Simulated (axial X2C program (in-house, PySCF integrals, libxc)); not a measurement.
# What spin–orbit coupling does to WH

Computed with an in-house relativistic program for diatomic molecules. Spin-free means the one-electron spin-free X2C Hamiltonian; two-component (2c) means X2C with spin–orbit coupling and atomic mean-field two-electron Coulomb and Gaunt terms, so the difference of the two also holds small scalar two-electron terms. Basis: W dyall-cv3z [13s14p9d7f4g], H dyall-v3z [6s2p1d] (cores contracted in-house); Gaussian nuclei, density fitting, unrestricted open shells. Masses: W 183.951 u, H 1.008 u.

Spin-free state: M_S = 5/2, Λ = 0 (beyond evenly filled blocks: σα, π+α, π-α, δ+α, δ-α); fragments W + H.

```tsv
level	Re (Å)	ωe (cm⁻¹)	μ (D)
PBE0	1.704	1939.5	-1.96
HF	1.750	1848.4	-2.41
MP2	1.709	1954.2	n/a
CCSD	1.722	1903.5	n/a
CCSD(T)	1.721	1903.7	n/a
BHandHLYP	1.711	1938.5	-2.13
```

Correlated methods: 7 electrons correlated (number of frozen shells: W 5 s, 4 p, 2 d, 1 f; H none), 247 virtual spin orbitals or spinors in MP2, 79 natural virtuals in coupled cluster.

Dipoles are positive if H is the positive end.

Two-component determinant lowest at the distance of the search:

Ω = 5/2 (⟨Sz⟩ = 2.48, ⟨Lz⟩ = 0.02 at HF); fragments W + H.

| level | Re (Å) | ωe (cm⁻¹) | μ (D) |
| --- | --- | --- | --- |
| PBE0 | 1.703 | 1937.3 | -1.96 |
| HF | 1.749 | 1849.3 | -2.38 |
| MP2 | 1.708 | 1952.1 | n/a |
| CCSD | 1.721 | 1898.9 | n/a |
| CCSD(T) | 1.720 | 1898.8 | n/a |
| BHandHLYP | 1.710 | 1936.4 | -2.12 |

Question: From the two tables, how do the constants change at the CCSD(T) level (2c against spin-free)?

Answer: At the CCSD(T) level Re drops by 0.001 Å and ωe falls by 4.9 cm⁻¹.

One determinant describes the state; a PBE0 search over occupations chose it and may have missed a lower one. De is not given where an atomic determinant may have missed its ground term or J level, or where the truncated virtual space spoils (T). Density functionals use the spin component along the axis (collinear). CCSD and (T) use frozen natural virtuals with an MP2 correction for the truncation; (T) itself is uncorrected, so its De runs slightly low. The functionals have no current-density term, which raises determinants with orbital currents, atoms included. With several unpaired electrons one determinant need not be a pure state. This is the top spin component of a Σ state; components of lower Ω are not single determinants and can lie lower. With the outer-core shells frozen, correlated bond lengths of heavy atoms tend to come out a few hundredths of an ångström too long.
